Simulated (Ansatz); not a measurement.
Start from `N[SiH](F)S` and change one element to get `N[SiH](S)Cl`.

Ansatz, PBE0-D4/def2-TZVP geometries, multiplicity 1. Each molecule was computed in one conformer, which needn't be the lowest.

| property | `N[SiH](F)S` |
| --- | --- |
| ideal-gas entropy at 298 K and 1 bar (rigid rotor, harmonic PBE0-D4/def2-TZVP) / J/(mol·K) | 324 |
| size of the dipole moment (ωB97M-V/def2-TZVPP) / D | 1.55 |
| size of the dipole moment (PBE/def2-TZVPP) / D | 1.55 |
| HOMO energy (PBE/def2-TZVPP) / eV | -6.41 |
| HOMO–LUMO gap (ωB97M-V/def2-TZVPP) / eV | 11.95 |
| HOMO energy (PBE0/def2-TZVPP) / eV | -7.67 |

Task: What does the change do to each property? (An estimate is asked.)

Result: Computed: 
| property | `N[SiH](S)Cl` | shift |
| --- | --- | --- |
| ideal-gas entropy at 298 K and 1 bar (rigid rotor, harmonic PBE0-D4/def2-TZVP) / J/(mol·K) | 336 | 12 |
| size of the dipole moment (ωB97M-V/def2-TZVPP) / D | 1.49 | -0.06 |
| size of the dipole moment (PBE/def2-TZVPP) / D | 1.50 | -0.05 |
| HOMO energy (PBE/def2-TZVPP) / eV | -6.45 | -0.04 |
| HOMO–LUMO gap (ωB97M-V/def2-TZVPP) / eV | 11.79 | -0.16 |
| HOMO energy (PBE0/def2-TZVPP) / eV | -7.71 | -0.04 |

Dipoles are sizes alone; their direction can turn.
